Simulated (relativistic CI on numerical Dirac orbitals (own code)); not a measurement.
**Level scheme of Os⁴⁶⁺**

These numbers are calculated, not measured: Dirac-Coulomb-Breit CI, separate exchange-only KLI orbitals for each configuration, model QED (radiative potential, 1s self-energy scaled to tabulated hydrogen-like ionisation energies), unscaled Slater integrals (own radial code, finite nucleus).

Configurations in the expansion (outside the closed core [Ar]): 3d¹⁰4s², 3d¹⁰4s4p, 3d¹⁰4p², 3d¹⁰4s4d, 3d¹⁰4s4f, 3d¹⁰4d², 3d¹⁰4p4d, 3d¹⁰4f², 3d¹⁰4p4f, 3d¹⁰4d4f, 3d¹⁰4s5s, 3d¹⁰4s5p, 3d¹⁰4s5d, 3d¹⁰4s5f, 3d¹⁰4s5g, 3d¹⁰4s6s, 3d¹⁰4s6p, 3d¹⁰4s6d, 3d¹⁰4s6f, 3d¹⁰4s7s, 3d⁹4s²4p, 3d⁹4s²4d, 3d⁹4s²4f, 3d⁹4s²5s, 3d⁹4s²5p, 3d⁹4s²5d. Double excitations out of closed p, d and f shells are left out; levels of such configurations are missing from the list, as are those of other unlisted configurations, and high levels can miss mixing partners. These lack a partner that the ground configuration has and come out too high: 3d⁹4s²4p, 3d⁹4s²4d, 3d⁹4s²4f, 3d⁹4s²5s, 3d⁹4s²5p.

| No. | Configuration | Term | J | E (10³ cm⁻¹) | % | Next component (%) | jj configuration (%) |
| --- | --- | --- | --- | --- | --- | --- | --- |
| 1 | 3d¹⁰4s² | ¹S | 0 | 0.0 | 99 | 1 3d¹⁰4p² ¹S | closed (99) |
| 2 | 3d¹⁰4s4p | ³P° | 0 | 729.8 | 100 |  | 4s 4p1/2 (100) |
| 3 | 3d¹⁰4s4p | ³P° | 1 | 790.7 | 75 | 24 ¹P° | 4s 4p1/2 (99) |
| 4 | 3d¹⁰4s4p | ³P° | 2 | 1658.9 | 100 |  | 4s 4p3/2 (100) |
| 5 | 3d¹⁰4p² | ³P | 0 | 1676.6 | 70 | 29 ¹S | 4p1/2^2 (99) |
| 6 | 3d¹⁰4s4p | ¹P° | 1 | 1807.1 | 75 | 24 ³P° | 4s 4p3/2 (99) |
| 7 | 3d¹⁰4p² | ³P | 1 | 2550.8 | 100 |  | 4p1/2 4p3/2 (100) |
| 8 | 3d¹⁰4p² | ¹D | 2 | 2561.4 | 63 | 33 ³P | 4p1/2 4p3/2 (95) |
| 9 | 3d¹⁰4s4d | ³D | 1 | 2999.2 | 100 |  | 4s 4d3/2 (100) |
| 10 | 3d¹⁰4s4d | ³D | 2 | 3030.4 | 79 | 19 ¹D | 4s 4d3/2 (92) |
| 11 | 3d¹⁰4s4d | ³D | 3 | 3194.7 | 100 |  | 4s 4d5/2 (100) |
| 12 | 3d¹⁰4s4d | ¹D | 2 | 3251.3 | 67 | 21 ³D | 4s 4d5/2 (84) |
| 13 | 3d¹⁰4p² | ³P | 2 | 3531.3 | 53 | 36 ¹D | 4p3/2^2 (89) |
| 14 | 3d¹⁰4p² | ¹S | 0 | 3581.2 | 70 | 30 ³P | 4p3/2^2 (99) |
| 15 | 3d¹⁰4p4d | ³F° | 2 | 3768.1 | 76 | 19 ¹D° | 4p1/2 4d3/2 (100) |
| 16 | 3d¹⁰4p4d | ³D° | 1 | 3917.3 | 54 | 28 ¹P° | 4p1/2 4d3/2 (99) |
| 17 | 3d¹⁰4p4d | ³F° | 3 | 4044.8 | 56 | 23 ¹F° | 4p1/2 4d5/2 (97) |
| 18 | 3d¹⁰4p4d | ³P° | 2 | 4046.4 | 47 | 33 ³D° | 4p1/2 4d5/2 (100) |
| 19 | 3d¹⁰4s4f | ³F° | 3 | 4579.1 | 51 | 36 ¹F° | 4s 4f5/2 (86) |
| 20 | 3d¹⁰4s4f | ³F° | 2 | 4598.1 | 97 | 2 3d¹⁰4p4d ³D° | 4s 4f5/2 (97) |
| 21 | 3d¹⁰4s4f | ³F° | 4 | 4635.8 | 95 | 5 3d¹⁰4p4d ³F° | 4s 4f7/2 (95) |
| 22 | 3d¹⁰4s4f | ³F° | 3 | 4663.8 | 47 | 44 ¹F° | 4s 4f7/2 (91) |
| 23 | 3d¹⁰4p4d | ³D° | 2 | 4762.9 | 48 | 29 ¹D° | 4p3/2 4d3/2 (95) |
| 24 | 3d¹⁰4p4d | ³P° | 0 | 4787.8 | 100 |  | 4p3/2 4d3/2 (100) |
| 25 | 3d¹⁰4p4d | ³P° | 1 | 4798.6 | 63 | 34 ³D° | 4p3/2 4d3/2 (98) |
| 26 | 3d¹⁰4p4d | ³D° | 3 | 4837.9 | 38 | 33 ³F° | 4p3/2 4d3/2 (69) |
| 27 | 3d¹⁰4p4d | ³F° | 4 | 4906.2 | 95 | 5 3d¹⁰4s4f ³F° | 4p3/2 4d5/2 (95) |
| 28 | 3d¹⁰4p4d | ³P° | 2 | 4952.8 | 49 | 35 ¹D° | 4p3/2 4d5/2 (97) |
| 29 | 3d¹⁰4p4d | ¹F° | 3 | 5079.5 | 51 | 41 ³D° | 4p3/2 4d5/2 (82) |
| 30 | 3d¹⁰4p4d | ¹P° | 1 | 5081.0 | 68 | 19 ³P° | 4p3/2 4d5/2 (98) |
| 31 | 3d¹⁰4p4f | ³G | 3 | 5411.3 | 73 | 20 ¹F | 4p1/2 4f5/2 (100) |
| 32 | 3d¹⁰4p4f | ³F | 2 | 5457.9 | 49 | 28 ¹D | 4p1/2 4f5/2 (98) |
| 33 | 3d¹⁰4p4f | ³D | 3 | 5487.0 | 51 | 31 ³F | 4p1/2 4f7/2 (100) |
| 34 | 3d¹⁰4p4f | ³G | 4 | 5487.4 | 43 | 29 ¹G | 4p1/2 4f7/2 (98) |
| 35 | 3d¹⁰4d² | ³F | 2 | 6059.3 | 75 | 20 ¹D | 4d3/2^2 (97) |
| 36 | 3d¹⁰4d² | ³P | 0 | 6133.9 | 73 | 26 ¹S | 4d3/2^2 (98) |
| 37 | 3d¹⁰4d² | ³F | 3 | 6220.2 | 86 | 6 3d¹⁰4p4f ³F | 4d3/2 4d5/2 (86) |
| 38 | 3d¹⁰4d² | ¹G | 4 | 6229.8 | 58 | 17 3d¹⁰4p4f ³G | 4d3/2 4d5/2 (69) |
| 39 | 3d¹⁰4d² | ³P | 2 | 6255.4 | 36 | 34 ¹D | 4d3/2 4d5/2 (85) |
| 40 | 3d¹⁰4d² | ³P | 1 | 6288.6 | 100 |  | 4d3/2 4d5/2 (100) |
| 41 | 3d¹⁰4p4f | ³F | 4 | 6345.3 | 48 | 29 3d¹⁰4d² ³F | 4p3/2 4f7/2 (62) |
| 42 | 3d¹⁰4p4f | ¹F | 3 | 6348.6 | 41 | 27 ³F | 4p3/2 4f5/2 (80) |
| 43 | 3d¹⁰4p4f | ³D | 2 | 6378.4 | 40 | 38 ³F | 4p3/2 4f5/2 (84) |
| 44 | 3d¹⁰4p4f | ³D | 1 | 6394.4 | 100 |  | 4p3/2 4f5/2 (100) |
| 45 | 3d¹⁰4p4f | ³G | 5 | 6396.7 | 100 |  | 4p3/2 4f7/2 (100) |

Energies count from the lowest computed level; ° marks odd parity. Filled j subshells are mostly left out of the jj labels.

The mean weight of the leading LS term, summed over parents, in these 45 levels is 70 %, and that of the leading jj configuration (from the same eigenvectors) 94 %, so jj coupling describes them better and the LS labels are nominal.

At this charge energies of transitions that change n are usually good to better than 1 %, and those within a shell (Δn = 0) to a few per cent.

LS names give the leading component of a level, which can be under half, so a name can repeat, a term be missing and a line seem to break the LS rules.
